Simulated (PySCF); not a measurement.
C₃H₆N₂O₃SSi.
Atom-mapped SMILES: `[O:1]=[S:2](=[O:3])([OH:4])[c:5]1[cH:6][n:7][cH:8][n:9]1[SiH3:10]` (hydrogens: H11 on O4; H12 on C6; H13 on C8; H14, H15, H16 on Si10)

The calculation used PBE0-D3(BJ)/def2-SVP geometry optimisation, gas phase (PySCF).

Problem. Give the optimised bond lengths and angles.

Solution. 
```json
{"bond": "O1=S2, S2=O3", "length (Å)": "1.448", "order": "double"}
{"bond": "S2–O4", "length (Å)": "1.621", "order": "single"}
{"bond": "S2–C5", "length (Å)": "1.732", "order": "single"}
{"bond": "C5–C6", "length (Å)": "1.378", "order": "aromatic"}
{"bond": "C6–N7", "length (Å)": "1.358", "order": "aromatic"}
{"bond": "N7–C8", "length (Å)": "1.313", "order": "aromatic"}
{"bond": "C8–N9", "length (Å)": "1.365", "order": "aromatic"}
{"bond": "N9–Si10", "length (Å)": "1.810", "order": "single"}
{"bond": "C5–N9", "length (Å)": "1.380", "order": "aromatic"}
{"bond": "O4–H11", "length (Å)": "0.970", "order": "single"}
{"bond": "C6–H12", "length (Å)": "1.089", "order": "single"}
{"bond": "C8–H13", "length (Å)": "1.091", "order": "single"}
{"bond": "Si10–H14, Si10–H15, Si10–H16", "length (Å)": "1.484", "order": "single"}
```

Bonds in one row agree within 0.01 Å and their mean is given. Orders are formal, as drawn. A selection of angles:
```json
{"angle": "O1–S2–O3", "degrees": "123.5"}
{"angle": "O1–S2–O4", "degrees": "104.2"}
{"angle": "O1–S2–C5", "degrees": "107.1"}
{"angle": "O3–S2–O4", "degrees": "107.7"}
{"angle": "O3–S2–C5", "degrees": "108.7"}
{"angle": "O4–S2–C5", "degrees": "103.9"}
{"angle": "S2–C5–C6", "degrees": "130.5"}
{"angle": "S2–C5–N9", "degrees": "122.1"}
{"angle": "C6–C5–N9", "degrees": "107.4"}
{"angle": "C5–C6–N7", "degrees": "109.3"}
{"angle": "C6–N7–C8", "degrees": "105.6"}
{"angle": "N7–C8–N9", "degrees": "113.5"}
{"angle": "C8–N9–Si10", "degrees": "126.3"}
{"angle": "C5–N9–C8", "degrees": "104.2"}
{"angle": "C5–N9–Si10", "degrees": "129.3"}
{"angle": "H11–O4–S2", "degrees": "108.1"}
```

Torsions: O1–S2–C5–C6 151° (antiperiplanar); H11–O4–S2–O1 -160° (antiperiplanar). The mirror-image conformer, all signs reversed, is as good.

The 5-membered ring C5–C6–N7–C8–N9 has internal angles of 104.2° to 113.5° (sum 540°, against 540° for a flat polygon); it is planar, 0.00 Å rms from its mean plane, widest ring torsion 0°. Si10 (SiH3 silicon) is distorted tetrahedral (angles from 101.3° to 114.0°). The 3 O–S bonds span 1.446 Å (S2=O3, drawn double) to 1.621 Å (S2–O4, drawn single), a spread of 0.175 Å. Of the pairs four or more bonds apart, O1···Si10 is among the closest relative to their van der Waals radii: 2.93 Å, 81 % of the sum of Bondi's values. S2 (sulfonyl sulfur) is distorted tetrahedral (angles from 103.9° to 123.5°). O4 (hydroxyl oxygen) is bent (angle 108.1°). N9 (pyrrole-type nitrogen) is planar (angles 129.3°, 126.3° and 104.2°, sum 359.9°, 0.03 Å off the plane of its three neighbours).

Point group: C1 (no symmetry element, even within 0.4 Å). Whether it is a minimum is left open (no frequencies). One conformer, not necessarily the lowest (O1–S2–O4–H -160°, O1–S2–C5–C6 151°).
